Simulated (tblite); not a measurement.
Isomers of C7H6NO (doublet state). Method: GFN2-xTB as coded in tblite; computed harmonic values from a numerical Hessian at the method's own geometry, unscaled. The method is semi-empirical: single wavenumbers can be off by several per cent or more. One conformer each. Open shells enter through the occupations alone, without spin polarisation, and single modes of such species can be off by tens of per cent.

Electronic energies: GFN2-xTB at the same geometries; isomer energies are rough at this level and their order can be wrong.

| SMILES | electronic energy, lowest = 0 (kJ/mol) |
| --- | --- |
| N#C[C]1CC=CC(=O)C1 | 89.8 |
| [c]1cncc2c1COC2 | 61.4 |
| N#C[C@H]1CC=[C]C(=O)C1 | 188.3 |
| Nc1cccc([C]=O)c1 | 0.0 |

Q: How do GFN2-xTB zero-point energies change the relative energies?

A: 
```tsv
SMILES	ZPE (kJ/mol)	of it from modes above 1550 cm⁻¹	electronic (kJ/mol)	with ZPE, lowest = 0 (kJ/mol)	lowest mode (cm⁻¹)	rings
Nc1cccc([C]=O)c1	288.2	138.2	0.0	0.0	109	1
[c]1cncc2c1COC2	291.5	115.4	61.4	64.7	66	2
N#C[C]1CC=CC(=O)C1	286.3	140.9	89.8	87.9	48	1
N#C[C@H]1CC=[C]C(=O)C1	287.6	142.2	188.3	187.7	90	1
```

The zero-point energies span 5.2 kJ/mol, from `N#C[C]1CC=CC(=O)C1` to `[c]1cncc2c1COC2`. The order is unchanged.

Q: What do entropy and thermal enthalpy add at 298.15 K and 1 bar (rigid rotor, harmonic oscillator, one conformer each)?

A: 
```json
{"SMILES": "[c]1cncc2c1COC2", "point group": "C1", "symmetry number": "1", "S (J/(mol K))": "355.1", "H − H(0) (kJ/mol)": "20.74", "ZPE + H − H(0) − TS (kJ/mol)": "206.3"}
{"SMILES": "N#C[C]1CC=CC(=O)C1", "point group": "C1", "symmetry number": "1", "S (J/(mol K))": "383.3", "H − H(0) (kJ/mol)": "23.99", "ZPE + H − H(0) − TS (kJ/mol)": "196.0"}
{"SMILES": "N#C[C@H]1CC=[C]C(=O)C1", "point group": "C1", "symmetry number": "1", "S (J/(mol K))": "374.5", "H − H(0) (kJ/mol)": "23.54", "ZPE + H − H(0) − TS (kJ/mol)": "199.4"}
```

S holds R ln(2S + 1) for the spin.

Not tabulated: `Nc1cccc([C]=O)c1` (point group not settled).
